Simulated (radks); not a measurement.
The numbers below are computed, except where a source is named.
Coulomb parameter of the 5d shell of the rhenium ion Re3+ in the model configuration [Xe] 4f14 5d3 6s1, as a second difference U = [E(n + 0.25) + E(n - 0.25) - 2 E(n)] / (0.25)^2 with all orbitals relaxed. "Bare": the charge of the atom changes with n. "Screened": the 6s shell takes up the change at fixed total charge, which measures U(5d,5d) + U(6s,6s) - 2 U(5d,6s). Code: a radial shooting solver on a logarithmic mesh with Libxc functionals. Model: scalar-relativistic Kohn-Sham, PBE, spin-unpolarised, spherical densities, point nucleus.

case                      configuration  E - E(n) (eV)
start                 [Xe] 4f14 5d3 6s1          0.000
bare +0.25         [Xe] 4f14 5d3.25 6s1         -8.502
bare -0.25         [Xe] 4f14 5d2.75 6s1          9.285
screened +0.25  [Xe] 4f14 5d3.25 6s0.75         -1.145
screened -0.25  [Xe] 4f14 5d2.75 6s1.25          1.213

U(bare) = 12.524 eV, U(screened by 6s) = 1.078 eV, against the Slater integral F0(5d,5d) = 14.994 eV with frozen orbitals.
